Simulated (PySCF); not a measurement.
C₅H₁₁PS₂.
Z-matrix (Å and degrees, GFN2-xTB geometry), rows numbered from 1:
```
C 
P   1  1.8345
S   2  1.9373  1  115.80
C   2  1.8483  1  104.44  3   126.51
C   4  1.5184  2  108.73  1   169.66
S   5  1.8198  4  111.44  2   -69.99
C   6  1.8200  5   98.86  4    66.66
C   7  1.5184  6  111.41  5   -66.65
H   1  1.0898  2  108.12  3    58.60
H   1  1.0877  2  111.82  3   179.94
H   1  1.0897  2  108.13  3   -58.72
H   4  1.0951  2  107.19  1   -71.25
H   4  1.0922  2  110.52  1    47.74
H   5  1.0931  4  110.70  2    50.31
H   5  1.0898  4  111.58  2   172.27
H   7  1.0932  6  108.10  5    55.20
H   7  1.0899  6  105.56  5   172.07
H   8  1.0923  2  110.59  1   -47.77
H   8  1.0951  2  107.16  1    71.25
```

Definitions: NICS(0) = −σiso at the ring centroid; NICS(1) = −σiso and NICS(1)zz = −σzz at ±1 Å along the ring normal z. Level: GIAO PBE0/pcSseg-1 (PySCF, non-relativistic, gas phase) on the GFN2-xTB geometry, one conformer.

Ring bond lengths (Å), with Mayer bond orders in brackets: P2–C4 1.848 (0.88), C4–C5 1.518 (1.01), C5–S6 1.820 (1.00), S6–C7 1.820 (1.00), C7–C8 1.518 (1.01), C8–P2 1.848 (0.88).

**Question.** Give the NICS values of each ring in ppm.

**Answer.** 
```
             ring                                                   type  NICS(0)  NICS(1), two faces  NICS(1)zz, two faces  rms pucker (Å)  centre to ring atoms, mean (Å)
P2–C4–C5–S6–C7–C8  6-membered ring with P and S; formal bonds all single     -3.4         -2.3 / -2.9             4.3 / 4.7            0.32                            1.64
```

**Question.** What can be read from them?

**Answer.** 
- P2–C4–C5–S6–C7–C8: mean NICS(1)zz 4.5 ppm, deshielded. P2, C4, C5, C7, C8 have four or more neighbours, so the value isn't read as a sign of a π ring current.

**Question.** What is the mean of the two in-plane components of NICS at the first NICS(1) probe listed for ring P2–C4–C5–S6–C7–C8, 1 Å off the ring?

**Answer.** The isotropic value is a third of the trace: (3 × -2.3 − (4.3))/2 = -5.6 ppm.

On one thread, Arm Neoverse V2 (aarch64), no GPU, shared host, this took 51 s of wall time (with the writing of density and orbital grids) and 1.0 GiB of memory at its peak. This is the whole shielding run at PBE0/pcSseg-1, SCF included.
